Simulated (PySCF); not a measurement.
**Molecular orbitals of LiBe**

CAM-B3LYP at R = 2.603 Å; basis Li cc-pVDZ, Be cc-pVDZ; no relativity; PySCF 2.14. State: ²Σ⁺ (doublet), unpaired electrons σ ↑. Only the outer orbitals are listed, counted within each symmetry.

```
spin  orbital  occ.  ε (eV)  on Li (%)            main shells (%)
   α       2σ     1  -56.96        100                   100 Li s
   α       3σ     1   -7.78         22           78 Be s, 16 Li s
   α       4σ     1   -4.47         49           48 Li s, 44 Be p
   α       5σ     0   -0.63         73  47 Li p, 27 Li s, 26 Be p
   α       1π     0   -0.40         65           65 Li p, 35 Be p
   α       1π     0   -0.40         65           65 Li p, 35 Be p
   β       2σ     1  -56.82        100                   100 Li s
   β       3σ     1   -7.27         24   72 Be s, 14 Li s, 9 Li p
   β       4σ     0   -1.00         89           63 Li s, 26 Li p
   β       1π     0   -0.30         67           66 Li p, 33 Be p
   β       1π     0   -0.30         67           66 Li p, 33 Be p
```

Question: Which are the highest filled and the lowest empty level, where do they sit, and how wide is the gap?

Answer: Highest filled α 4σ at -4.47 eV (in %: 48 Li s, 44 Be p); lowest empty β 4σ at -1.00 eV (in %: 63 Li s, 26 Li p); the gap at CAM-B3LYP is 3.47 eV.

```
bond order (Mayer)                               : 0.90
⟨S²⟩                                             : 0.775
charge on Li (Mulliken, basis-dependent)         : 0.04
charge on Li (Löwdin, basis-dependent)           : 0.05
dipole moment (positive dipole means Li(−)Be(+)) : -3.28 D
polarisability along the bond                    : 306.9 bohr³
polarisability across the bond                   : 104.6 bohr³
```

The state was picked by a PBE0 search and need not be the measured ground state.
